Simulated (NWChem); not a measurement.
System: C₃H₈Sn; SMILES [SnH2]([CH3])[CH]=C

Here is an NWChem input.

```
start job
memory heap 200 mb stack 900 mb global 1100 mb
geometry units angstroms noautoz
  Sn     0.368076    -0.444913    -0.000132
  C     -1.686629    -1.082076    -0.000732
  C      0.423394     1.696831    -0.000484
  C     -0.676204     2.455832    -0.000046
  H      1.181680    -1.043698    -1.392228
  H      1.180635    -1.043269     1.392761
  H     -2.200867    -0.705246     0.894810
  H     -1.739468    -2.179844    -0.002266
  H     -2.201097    -0.702716    -0.895076
  H      1.401239     2.195318    -0.001060
  H     -1.686410     2.029208     0.000509
  H     -0.624581     3.551921    -0.000236
end
basis spherical
  Sn library def2-svp
  C library def2-svp
  H library def2-svp
end
ecp
  Sn library def2-ecp
end
dft
  xc b3lyp
  iterations 150
  mulliken
end
task dft energy
```

All runs use the structure optimised with PBE0/def2-SVP. Not confirmed as a minimum by frequencies. def2 effective core potentials on Sn; no spin-orbit coupling.

### Question
What results follow from this input? (B3LYP/def2-SVP with def2 effective core potentials on Sn.) Quantities: energy (Ha); highest occupied level (eV); orbital gap (eV); dipole (D).

### Answer
```yaml
energy (Ha): -333.36
highest occupied level (eV): -7.44
orbital gap (eV): 7.22
dipole (D): 0.71
```
